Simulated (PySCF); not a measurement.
3-cyanothiophene (SMILES N#Cc1ccsc1)

Molfile (atoms numbered from 1):
```
C5H3NS
     RDKit          3D

 10 10  0  0  0  0  0  0  0  0999 V2000
   -3.0796   -0.5260    0.0548 N   0  0  0  0  0  0  0  0  0  0  0  0
   -1.9467   -0.2804    0.0210 C   0  0  0  0  0  0  0  0  0  0  0  0
   -0.5518    0.0112   -0.0198 C   0  0  0  0  0  0  0  0  0  0  0  0
    0.4777   -0.9772    0.0937 C   0  0  0  0  0  0  0  0  0  0  0  0
    1.7249   -0.4245    0.0217 C   0  0  0  0  0  0  0  0  0  0  0  0
    1.6590    1.2804   -0.1817 S   0  0  0  0  0  0  0  0  0  0  0  0
   -0.0463    1.2861   -0.1743 C   0  0  0  0  0  0  0  0  0  0  0  0
    0.2827   -2.0417    0.2218 H   0  0  0  0  0  0  0  0  0  0  0  0
    2.6866   -0.9325    0.0779 H   0  0  0  0  0  0  0  0  0  0  0  0
   -0.6094    2.2116   -0.2823 H   0  0  0  0  0  0  0  0  0  0  0  0
  1  2  3  0
  2  3  1  0
  3  4  1  0
  4  5  2  0
  5  6  1  0
  6  7  1  0
  7  3  2  0
  4  8  1  0
  5  9  1  0
  7 10  1  0
M  END
```

Theory: TDDFT CAM-B3LYP/def2-TZVPD excited states, vertical, gas phase (PySCF). Geometry: PBE0-D3(BJ)/def2-SVP.

Task: Give the one- and two-photon strengths of the lowest singlets.

Result: δ for parallel linear polarisation; σ at the peak of a Lorentzian of half width 0.1 eV, single beam; Ω is circular over linear.
| state | E (eV) | f | photon λ (nm) | δ (au) | σ (GM) | Ω | main |
| --- | --- | --- | --- | --- | --- | --- | --- |
| S1 | 5.51 | 0.065 | 450 | 8.18 | 0.09 | 1.43 | HOMO→LUMO 0.82, HOMO−1→LUMO 0.11 |
| S2 | 5.58 | 0.124 | 444 | 44.4 | 0.51 | 1.38 | HOMO−1→LUMO 0.75, HOMO→LUMO+3 0.12 |
| S3 | 6.18 | 0.001 | 401 | 3.82 | 0.05 | 1.50 | HOMO→LUMO+2 0.40, HOMO→LUMO+6 0.20 |
| S4 | 6.34 | 0.002 | 391 | 3.23 | 0.05 | 1.50 | HOMO−1→LUMO+2 0.41, HOMO−1→LUMO+1 0.21 |
| S5 | 6.64 | 0.341 | 373 | 32.5 | 0.53 | 1.38 | HOMO→LUMO+3 0.73, HOMO−1→LUMO 0.09 |
| S6 | 6.73 | 0.006 | 369 | 56.7 | 0.94 | 1.50 | HOMO→LUMO+1 0.49, HOMO→LUMO+2 0.19 |

Among these, the strongest one-photon state is S5, the strongest two-photon state S6, with a dipole change of 2.5 D (relaxed, norm of the difference vector).
